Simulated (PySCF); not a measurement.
H4O3SeSi, SMILES O[Si](O)(O)[SeH].

Coordinates come from a PBE0-D3(BJ)/def2-SVP optimisation. The values are those of a single conformer.

All values below come from HF/def2-TZVP (PySCF).

Gas-phase values at a fixed geometry.

```yaml
total_energy: -2916.00951 hartree
highest_occupied_level: -9.80 eV
lowest_empty_level: 3.04 eV
orbital_gap: 12.85 eV
dipole_moment: 1.99 D
quadrupole, principal values (traceless, Buckingham form, about the centre of nuclear charge): -4.85, -1.26, 6.10 D·Å
mean_static_polarisability: 53.3 bohr³ (7.89 Å³)
polarisability_principal_values: 46.9, 51.1, 61.8 bohr³
```
